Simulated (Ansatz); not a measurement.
A nudged elastic band was laid between two geometries of BCl3 + H2O (7 atoms, charge 0, multiplicity 1).

Level of theory: RHF/def2-SVP (Ansatz).

```
movable images  : 7
climbing image  : yes
spring          : 5.0 eV/Å²
optimiser       : quadratic models (default)
start path      : through a guess of the saddle point
force threshold : 0.05 eV/Å
iteration limit : 58
end points      : relaxed
```

First end point:

```xyz
7
Properties=species:S:1:pos:R:3
B 0.041 0.466 0.032
Cl -0.020 0.880 1.741
Cl 1.574 0.458 -0.810
Cl -1.460 0.316 -0.872
O 0.081 -2.162 0.585
H -0.656 -2.640 0.233
H 0.090 -2.347 1.512
```

Last end point:

```xyz
7
Properties=species:S:1:pos:R:3
B -0.176 -0.330 -0.839
Cl 0.776 -1.255 3.561
Cl 1.136 0.836 -0.858
Cl -1.221 -0.526 -2.250
O -0.367 -1.061 0.259
H -1.086 -1.677 0.224
H 0.588 -1.017 2.323
```

Task: Which bonds break or form, and what moves?

Result: Bonds broken: B1–Cl2, O5–H7. Bonds formed: B1–O5, Cl2–H7. BCl3 + H2O becomes BCl2HO + ClH.

Task: What energy profile does the band end with?

Result: The forces met the threshold. The highest image is number 3 of 0 to 8, 1.07 eV above the first end and 1.78 eV above the last; the last end lies 0.71 eV below the first. The profile has 2 maxima (images 1, 3) with wells between them (image 2): this band takes more than one step, which may be the mechanism or a detour left from its start path. A structure lower than the first end lies on the path between it and the top, so the climb from that side starts below the end, which may itself be a saddle point or a shallow side well. Neighbouring images differ by up to 1.5 eV, so the band resolves the path poorly. A vibrational analysis at the climbing image gives one clearly imaginary mode, 1209i cm⁻¹: a first-order saddle point. The orbitals stay closed-shell, which can raise the energy where a bond breaks towards radicals; this wasn't checked here.

```json
{"image": "0", "path coordinate (Å)": "0.00", "energy (eV)": "0.00", "B1–Cl2 (Å)": "1.76", "O5–H7 (Å)": "0.95", "B1–O5 (Å)": "2.69"}
{"image": "1", "path coordinate (Å)": "0.75", "energy (eV)": "0.02", "B1–Cl2 (Å)": "1.79", "O5–H7 (Å)": "0.95", "B1–O5 (Å)": "2.03"}
{"image": "2", "path coordinate (Å)": "1.50", "energy (eV)": "-0.01", "B1–Cl2 (Å)": "1.87", "O5–H7 (Å)": "0.96", "B1–O5 (Å)": "1.63"}
{"image": "3", "path coordinate (Å)": "2.24", "energy (eV)": "1.07", "B1–Cl2 (Å)": "2.43", "O5–H7 (Å)": "1.12", "B1–O5 (Å)": "1.47"}
{"image": "4", "path coordinate (Å)": "3.03", "energy (eV)": "-0.46", "B1–Cl2 (Å)": "3.06", "O5–H7 (Å)": "1.93", "B1–O5 (Å)": "1.34"}
{"image": "5", "path coordinate (Å)": "3.82", "energy (eV)": "-0.68", "B1–Cl2 (Å)": "3.64", "O5–H7 (Å)": "2.46", "B1–O5 (Å)": "1.33"}
{"image": "6", "path coordinate (Å)": "4.60", "energy (eV)": "-0.69", "B1–Cl2 (Å)": "4.06", "O5–H7 (Å)": "2.40", "B1–O5 (Å)": "1.33"}
{"image": "7", "path coordinate (Å)": "5.39", "energy (eV)": "-0.70", "B1–Cl2 (Å)": "4.39", "O5–H7 (Å)": "2.29", "B1–O5 (Å)": "1.33"}
{"image": "8", "path coordinate (Å)": "6.17", "energy (eV)": "-0.71", "B1–Cl2 (Å)": "4.60", "O5–H7 (Å)": "2.27", "B1–O5 (Å)": "1.33"}
```

Task: What is the geometry of the highest image?

Result: 
```xyz
7
Properties=species:S:1:pos:R:3
B 0.048 -0.353 -0.179
Cl -0.015 0.144 2.199
Cl 1.556 0.311 -0.760
Cl -1.503 0.085 -0.886
O 0.114 -1.707 0.382
H -0.678 -2.216 0.236
H 0.128 -1.294 1.428
```

Time of the run: 5 min on 1 thread of Intel(R) Xeon(R) Platinum 8175M CPU @ 2.50GHz (Skylake/Cascade Lake) (shared host), peak memory 0.2 GiB.
